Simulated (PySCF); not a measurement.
# What settings do to a single point of Pb(CH3)2

The sound run of Pb(CH3)2 (singlet) uses PySCF 2.14.0, RKS r2SCAN, Pb def2-SVP with ECP60, C def2-SVP, H def2-SVP; non-relativistic Hamiltonian with scalar-relativistic core potentials where named; density fitting; no spin-orbit coupling, grid (50, 194), threshold 1e-8 Eh and 55 cycles, at the relaxed geometry:

```xyz
9

Pb    0.0000    0.0000   -0.7917
C     1.6413    0.0000    0.8386
H     2.6601    0.0000    0.4232
H     1.5088    0.8889    1.4793
H     1.5088   -0.8889    1.4793
C    -1.6413    0.0000    0.8386
H    -2.6601    0.0000    0.4232
H    -1.5088   -0.8889    1.4793
H    -1.5088    0.8889    1.4793
```

There Pb1 has a Mulliken charge of 0.47 e and the dipole about the centre of mass is 0.56 D. Each run below changes one thing and starts from free metal ions and neutral atoms unless it says otherwise; with 55 cycles, smearing, a level shift and second-order steps follow where DIIS fails, and their cycles count. Energy shifts count from the sound run.

| change | outcome | cycles | energy shift (eV) | largest force component (eV/Å) | charge on Pb1 (e) | dipole about the centre of mass (D) |
| --- | --- | --- | --- | --- | --- | --- |
| grid (99, 590) | converged | 10 | 0.0211 | 0.01 | 0.47 | 0.56 |
| start from the bare core Hamiltonian, limit 69 cycles | converged | 13 | 0.0000 | 0.00 | 0.47 | 0.56 |
| spin (2S) set to 3, limit 96 cycles | refused | – | – | – | – | – |

**Question.** How does the run with this change end: threshold 0.0001?

**Answer.** outcome converged, cycles 7, energy shift (eV) 0.0001, largest force component (eV/Å) 0.01, charge on Pb1 (e) 0.48, dipole about the centre of mass (D) 0.58.

Forces carry noise of the integration grid, about 0.01 to 0.03 eV/Å.

No frequency check is given that shows the relaxed geometry to be a minimum.
